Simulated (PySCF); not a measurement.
Correlation energy of Cu+ (copper, charge +1)

[Ar] 3d9 4s1, high-spin 3D determinant (an excited configuration). Computed with PySCF 2.14 in x2c-TZVPPall with one added diffuse shell each of s, p, d, f type (7s6p5d3f1g, 80 functions), with the spin-free X2C one-electron Hamiltonian (Gaussian nucleus). Frozen: [Ar]; 10 electrons correlated.

```json
{"level": "CCSD", "correlation energy (mhartree)": "-332.64"}
{"level": "(T)", "correlation energy (mhartree)": "-9.36"}
{"level": "CCSD(T)", "correlation energy (mhartree)": "-342.00"}
```

Diagnostics: T1 = 0.012, D1 = 0.0297, largest double amplitude 0.017.

Cost of the coupled-cluster step: of the order of 30 core-seconds, for 10 correlated electrons.
